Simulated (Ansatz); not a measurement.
A run on CF3HfNO, SMILES `O=C=[N][Hf]([F])([F])[F]` with other settings.

```yaml
crystal:
  periodic: [false, false, false]
  atoms:
    - {symbol: O, position_ang: [1.850685, -2.027617, 1.806780]}
    - {symbol: C, position_ang: [1.196950, -1.311269, 1.168761]}
    - {symbol: N, position_ang: [0.519195, -0.568578, 0.507290]}
    - {symbol: Hf, position_ang: [-0.620233, 0.679549, -0.605566]}
    - {symbol: F, position_ang: [0.470353, 2.016821, -1.391251]}
    - {symbol: F, position_ang: [-1.925791, 1.508150, 0.491676]}
    - {symbol: F, position_ang: [-1.491170, -0.297046, -1.977690]}
basis:
  gaussian: {orbitals: def2-mTZVP}
hamiltonian: {xc: {name: PBE0-DH}}
accuracy: high
output: {forces: true}
```

```sh
$ ansatz run in.yaml --threads 4 --pin off --events-out ev --progress --plain --max-ram 10444MiB
```

Output, abridged:

```
Functional definition: PBE0-DH
  name "PBE0-DH"
  cite "Brémond & Adamo, J. Chem. Phys. 135, 024106 (2011) doi:10.1063/1.3604569"
  cite "Perdew, Burke & Ernzerhof, Phys. Rev. Lett. 77, 3865 (1996) doi:10.1103/PhysRevLett.77.3865"
  parameter a = 1/2
  parameter c = 1/8
  exchange = (1 - a)*pbe_x + a*exact_x
  correlation = (1 - c)*pbe_c + c*(mp2_os + mp2_ss)
2912 factors; integrals over basis functions are off by at most 1.1e-7 eV
mean field evaluation 1: about -14013.8512 eV, gradient 7.7e1 eV
mean field evaluation 2: about -14013.8968 eV, gradient 7.7e1 eV
mean field evaluation 4: about -14023.0288 eV, gradient 9.5e0 eV
mean field evaluation 8: about -14023.1973 eV, gradient 1.2e0 eV
mean field evaluation 16: about -14023.1998 eV, gradient 1.4e-4 eV
mean field -14023.19980200 eV, -515.3430874573 hartree, gradient 7.1e-8 eV, S^2 0.000000; 0 other end points of the search recorded, 0 dependent functions left out
6 core orbitals not correlated: weight in the atoms' cores, before any rotation towards them, 1.000 or more for the frozen orbitals, at most 0.000 for the correlated occupied ones
reference -14023.19980436 eV, -515.3430875441 hartree; 24, 24 occupied and 125, 125 virtual orbitals, 2912 factors
second order -44.92612838 eV of doubles, -0.00000000 eV of singles
the calculation of the forces begins
Total energy: -14028.81557041 eV, -515.5494631399 hartree
Atom 0 at     1.850685    -2.027617     1.806780 Å, force     0.006978    -0.007683     0.006938 eV/Å
Atom 1 at     1.196950    -1.311269     1.168761 Å, force    -0.072065     0.079104    -0.070464 eV/Å
Atom 2 at     0.519195    -0.568578     0.507290 Å, force     0.067917    -0.074402     0.066212 eV/Å
Atom 3 at    -0.620233     0.679549    -0.605566 Å, force    -0.005519     0.005442    -0.005106 eV/Å
Atom 4 at     0.470353     2.016821    -1.391251 Å, force    -0.024491    -0.017267     0.008339 eV/Å
Atom 5 at    -1.925791     1.508150     0.491676 Å, force     0.017408    -0.008463    -0.024602 eV/Å
Atom 6 at    -1.491170    -0.297046    -1.977690 Å, force     0.009771     0.023268     0.018683 eV/Å
Dipole moment:    -0.029899     0.032868    -0.029186 e Å
```

Run time 59 s (4 threads of an AMD EPYC on a shared host); peak host memory 0.82 GiB.
